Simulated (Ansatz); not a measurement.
# One reagent, a row of partners

Four-centre ligand exchange: BHSF₂ ([F][B]([F])[SH]) meets different reagents, and the same bond of it breaks. Each row is one chosen step, not always the lowest open to these reactants.

Gas-phase electronic energies, without zero-point energy, by CCSD(T) at an estimated basis limit (MP2 extrapolated from triple and quadruple zeta, plus CCSD(T) − MP2 in triple zeta); Ansatz 0.2.0, def2-TZVPP and QZVPP, frozen cores, on PBE0-D4/def2-TZVP structures. Extrapolation: Hartree–Fock as exp(−7.88 √X), correlation as X^−2.97. All energies, in eV, count from the separated reactants, without counterpoise correction; the start and end structures are the complexes reached by relaxing down from the saddle, and deeper ones may exist. Brackets give SMILES, or, where every atom is bracketed, only which atoms are joined. Steps whose reference was doubtful or whose search ended elsewhere are left out.

| reactants | products | broken | formed | start structure | saddle | end structure | saddle by PBE0-D4/TZ |
| --- | --- | --- | --- | --- | --- | --- | --- |
| BHSF₂ ([F][B]([F])[SH]) + HF | BF₃ ([F][B]([F])[F]) + H₂S | B–S, F–H | B–F, H–S | -0.120 | ? | -0.939 | 0.381 |
| BHSF₂ ([F][B]([F])[SH]) + HBr | BBrF₂ ([F][B]([F])[Br]) + H₂S | Br–H, B–S | B–Br, H–S | -0.077 | 0.833 | -0.179 | 0.586 |
| BHSF₂ ([F][B]([F])[SH]) + SiH₄ | BSiH₃F₂ ([F][B]([F])[SiH3]) + H₂S | B–S, H–Si | B–Si, H–S | -0.062 | 2.146 | 0.706 | 1.819 |

Task: What is the height of the saddle for BHSF₂ ([F][B]([F])[SH]) + HF? (An estimate is asked for; the value comes from the calculation.)

Result: Computed: 0.604 eV relative to the separated reactants, the lowest of the series; above its start structure the barrier is 0.604 − (-0.120) ≈ 0.724 eV.

Task: How do the PBE0-D4 saddles lie against the coupled-cluster estimate?

Result: All lower, by 0.223 to 0.327 eV.

T1 diagnostic: at most 0.014. The filled d shells of Br are correlated in sets not built for that, so values that involve them are less sure.

For scale, one of the runs: CCSD(T)/def2-TZVPP, 247 basis functions, launched by `ansatz run in.yaml --threads 4 --pin off --events-out ev --progress --plain --max-ram 9574MiB`. The run took 2.3 min on 4 CPU threads of an Arm Neoverse V2 (shared host), with 5 GiB of host memory at its peak.
